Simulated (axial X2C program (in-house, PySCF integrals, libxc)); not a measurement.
## What spin–orbit coupling does to NiP

Computed with an in-house all-electron X2C program for linear molecules (integrals from PySCF). Spin-free means the one-electron spin-free X2C Hamiltonian; two-component (2c) means X2C with spin–orbit coupling and atomic mean-field two-electron Coulomb and Gaunt terms, so the difference of the two also holds small scalar two-electron terms. Basis: Ni dyall-cv3z [9s9p6d3f2g], P dyall-v3z [8s7p2d1f] (cores contracted in-house); Gaussian nuclei, density fitting, unrestricted open shells. Masses: Ni 57.935 u, P 30.974 u.

Spin-free state: M_S = 3/2, Λ = 2 (beyond evenly filled blocks: π+α, π-α, δ+α, δ+β, δ-α); fragments Ni + P.

```tsv
level	Re (Å)	ωe (cm⁻¹)	De (eV)	μ (D)
PBE0	2.092	409.7	2.194	-3.06
HF	2.260	317.6	-1.031	-4.83
MP2	2.054	417.2	2.151	n/a
CCSD	2.105	387.7	1.604	n/a
CCSD(T)	2.077	413.8	n/a	n/a
M06	2.099	414.8	2.524	-2.36
```

Correlated methods: 15 electrons correlated (number of frozen shells: Ni 3 s, 2 p; P 2 s, 1 p), 219 virtual spin orbitals or spinors in MP2, 90 natural virtuals in coupled cluster.

Dipoles are positive if P is the positive end.

Two-component determinant lowest at the distance of the search:

Ω = 7/2 (⟨Sz⟩ = 1.50, ⟨Lz⟩ = 2.00 at HF); fragments Ni + P.

```tsv
level	Re (Å)	ωe (cm⁻¹)	De (eV)	μ (D)
PBE0	2.093	409.5	n/a	-3.06
HF	2.260	317.4	-1.069	-4.83
MP2	2.054	417.2	n/a	n/a
CCSD	2.105	387.6	1.565	n/a
CCSD(T)	2.077	413.8	n/a	n/a
M06	2.099	414.7	n/a	-2.36
```

(1) From the two tables, how do the constants change at the CCSD(T) level (2c against spin-free)?

One determinant describes the state; a PBE0 search over occupations chose it and may have missed a lower one. Dissociation energies refer to the lowest single-determinant-based atoms at the same level and basis. De is not given where an atomic determinant may have missed its ground term or J level, or where the truncated virtual space spoils (T). Density functionals use the spin component along the axis (collinear). CCSD and (T) use frozen natural virtuals with an MP2 correction for the truncation; (T) itself is uncorrected, so its De runs slightly low. Other states lie close and PBE0, whose exact exchange favours high spin, may order them wrongly; the determinant shown need not be the ground state. The nearest other spin-free determinant of the search, M_S = 3/2, Λ = 0, lies 0.06 eV up at the distance of the search. Without a current term, density functionals place determinants with orbital angular momentum somewhat too high. With several unpaired electrons one determinant need not be a pure state. A state of lower Ω lies just above, and one determinant can place such states too high, so the state shown need not be the lowest. The search has Ω = 3/2 only 0.11 eV up. Some points did not converge and are left out. The T1 diagnostic is large, a sign of multireference character. The stretched end of a curve changes character and is left out.

## Answers

(1) At the CCSD(T) level Re is unchanged within 0.001 Å and ωe stays the same within 0.2 cm⁻¹.
